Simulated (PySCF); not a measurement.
Excitation energy of Mo²⁺ by level of theory

Mo²⁺ [Kr] 4d4 (5D) → Mo²⁺ [Kr] 4d3 5s1 (5F), as a difference of total energies. Calculation: PySCF 2.14, in aug-cc-pVTZ-PP with one added diffuse shell each of s, p, d, f, g type with ECP28MDF (7s7p6d4f3g, 113 functions); scalar relativity through the core potential. Correlated levels: valence: 4s2 4p6 frozen. The calculations carry no spin-orbit coupling.

```json
{"method": "UHF", "excitation energy (cm⁻¹)": "31402"}
{"method": "LDA", "excitation energy (cm⁻¹)": "29364"}
{"method": "PBE", "excitation energy (cm⁻¹)": "29867"}
{"method": "PBE0", "excitation energy (cm⁻¹)": "31534"}
{"method": "r2SCAN", "excitation energy (cm⁻¹)": "29464"}
{"method": "M06-L", "excitation energy (cm⁻¹)": "35639"}
{"method": "revPBE", "excitation energy (cm⁻¹)": "30293"}
{"method": "TPSS", "excitation energy (cm⁻¹)": "29874"}
{"method": "MP2 (valence)", "excitation energy (cm⁻¹)": "32736"}
{"method": "SCS-MP2 (valence)", "excitation energy (cm⁻¹)": "31847"}
```
